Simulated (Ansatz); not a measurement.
C₂H₈BNSi (`CN1BC1[SiH3]`). Total charge 0; spin multiplicity 1. The geometry is a stationary point of PBE0-D4/def2-TZVP.

```xyz
13

C     1.805    0.512   -0.472
N     0.810   -0.476   -0.240
B     0.269   -1.635    0.143
C    -0.658   -0.503   -0.439
Si   -1.752    0.551    0.641
H     1.589    1.424    0.093
H     2.780    0.130   -0.162
H     1.851    0.776   -1.534
H     0.476   -2.709    0.594
H    -0.974   -0.593   -1.485
H    -1.740    1.995    0.262
H    -3.160    0.077    0.546
H    -1.295    0.451    2.055
```

What is the dipole moment at r2SCAN/def2-TZVPP? (Estimate.)

The calculation gave: 1.87 D, with components (1.68, 0.31, -0.76) D in this frame, pointing from negative to positive charge.

And with PBE, B3LYP, ωB97M-V? (Estimate.)

Computed: PBE 1.92 D, B3LYP 1.80 D, ωB97M-V 1.79 D.

Give the Mulliken charges with r2SCAN, PBE, B3LYP in def2-TZVPP. (Best estimate.)

The calculation gave: 
```
atom  r2SCAN    PBE  B3LYP
  C1   -0.03  -0.16  -0.14
  N2    0.02   0.08   0.00
  B3   -0.17  -0.21  -0.18
  C4   -0.10  -0.09  -0.13
 Si5    0.28   0.18   0.26
  H6    0.06   0.10   0.10
  H7    0.06   0.10   0.10
  H8    0.06   0.10   0.10
  H9    0.02   0.03   0.05
 H10    0.05   0.07   0.07
 H11   -0.09  -0.07  -0.08
 H12   -0.08  -0.06  -0.08
 H13   -0.08  -0.06  -0.08
```

B3LYP here is the variant with VWN-RPA as its local correlation; programs differ in this.
